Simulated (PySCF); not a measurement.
# AsH and its ions

UHF-MP2; basis As cc-pVTZ-PP with ECP10, H cc-pVTZ; scalar-relativistic core potentials; PySCF 2.14. Neutral (UHF): triplet (π ↑↑), Re = 1.508 Å, ωe = 2277 cm⁻¹, De = 2.64 eV.

AsH⁺ (UHF): doublet (π ↑), Re = 1.509 Å, ωe = 2321 cm⁻¹, De = 2.93 eV to As⁺ + H. The energies at the minima are -331.94082 hartree for AsH and -331.58492 for AsH⁺.

Question: Work out the adiabatic ionisation energy, without and with harmonic zero-point energies (1 hartree = 27.2114 eV, 1 eV = 8065.5 cm⁻¹), and the change of the bond length.

Answer: At UHF-MP2: 0.35590 hartree = 9.685 eV between the minima; the zero-point term (2321.0 − 2277.0)/2 cm⁻¹ = +0.003 eV makes it 9.687 eV. Re changes by +0.1 pm against the neutral. The electron leaves a π orbital, which is non-bonding in a hydride.

Correlated steps freeze 4 core orbitals. Spin–orbit coupling is left out. For an ion De counts to the pair picked by the measured ionisation energies or electron affinities, which need not be the lowest pair at this level. States were picked by a PBE0 search and need not be the measured ground states.
